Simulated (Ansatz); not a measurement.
Isomers of CH5GeO, relaxed with PBE0-D4/def2-TZVP in Ansatz; electronic energies, one conformer each and not always the lowest. Functionals use def2-TZVPP; CBS adds triple-zeta CCSD(T) − MP2 to the MP2 limit of def2-TZVPP and def2-QZVPP.

Outer-core shells of Ge are correlated without core-valence functions. Scalar relativity is left out up to krypton. Spin–orbit coupling is left out.

(1) Order them by energy at frozen-core CCSD(T)/CBS, lowest first. (Estimate.)
A. `[CH2][GeH2][OH]`•
B. `[CH3][GeH][OH]`•
C. `[CH3][GeH2][O]`•

(2) How do B2PLYP, MP2/CBS(def2), HF/CBS(def2), r2SCAN-D4 place them (kJ/mol, against `[CH3][GeH][OH]`•)? (Best estimate.)

## Answers

(1) B (0.0 kJ/mol), A (84.2 kJ/mol), C (142.5 kJ/mol).

(2) The calculation gave: 
| isomer | B2PLYP | MP2/CBS(def2) | HF/CBS(def2) | r2SCAN-D4 |
| --- | --- | --- | --- | --- |
| `[CH2][GeH2][OH]`• | 89.4 | 94.3 | 52.3 | 85.0 |
| `[CH3][GeH2][O]`• | 141.2 | 174.1 | 70.6 | 136.1 |
